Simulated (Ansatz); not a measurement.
`[Cl][GeH2][SiH2]Br` + HI → `[Cl][GeH2][I]` + `[SiH3]Br` at 400 K and 1 bar (cleavage of the Ge–Si bond).

Calculated with Ansatz (gas phase, PBE0-D4/def2-TZVP geometries, no zero-point term in ΔE). CCSD(T)/CBS is the MP2 limit (def2-TZVPP, def2-QZVPP) plus CCSD(T) − MP2 in def2-TZVPP, frozen cores. Elements past krypton have def2 core potentials. For Br, Ge, I outer-core shells are correlated without core-valence functions, which leaves a few kJ/mol of doubt a bond. Scalar relativity is left out up to krypton. Each species was taken in one conformer, which may not be the lowest.

```tsv
species	CCSD(T)/CBS energy (Eh)	H − E (kJ/mol)	S (J/(mol·K))
`[Cl][GeH2][SiH2]Br`	-5400.77665	127.0	415.8
HI	-298.03592	25.7	215.0
`[Cl][GeH2][I]`	-2834.60434	69.9	348.3
`[SiH3]Br`	-2864.23411	85.1	279.6
```

H − E and S are ideal-gas, rigid-rotor, harmonic terms from PBE0-D4/def2-TZVP, for one conformer and one mirror image of each species. 1 Eh = 2625.50 kJ/mol, R = 8.31446 J/(mol·K).

**Question.** By hand: ΔE, ΔH, ΔS and ΔG.

**Answer.** ΔE = (-2834.60434) + (-2864.23411) − (-5400.77665) − (-298.03592) = -0.02588 Eh = -67.9 kJ/mol. Δ(H − E) = 69.9 + 85.1 − 127.0 − 25.7 = 2.3, so ΔH = -65.6 kJ/mol. ΔS = 348.3 + 279.6 − 415.8 − 215.0 = -2.9 J/(mol·K). ΔG = -65.6 − 400 × (-2.9)/1000 = -64.4 kJ/mol.

**Question.** By hand: the equilibrium constant, and the temperature at which ΔG would vanish if ΔH and ΔS stayed fixed.

**Answer.** log₁₀ K = −ΔG/(RT ln 10) = 8.4. ΔG = 0 at ΔH/ΔS = 22621 K, far beyond where these terms or the molecules hold.

The number of gas molecules stays the same, so ΔS is small and ΔH decides. A doubt of 5 kJ/mol in ΔE shifts log₁₀ K by 0.7 here. Other conformers and mirror images would add mixing entropy, several J/(mol·K) or more a flexible species. Modes under 60 cm⁻¹, often nearly free rotors, make the harmonic entropy too high. These are equilibria of isolated gas molecules and say nothing of rates. Largest T1 diagnostic: 0.009 (customary marks: 0.02 for closed shells, 0.045 for open ones).
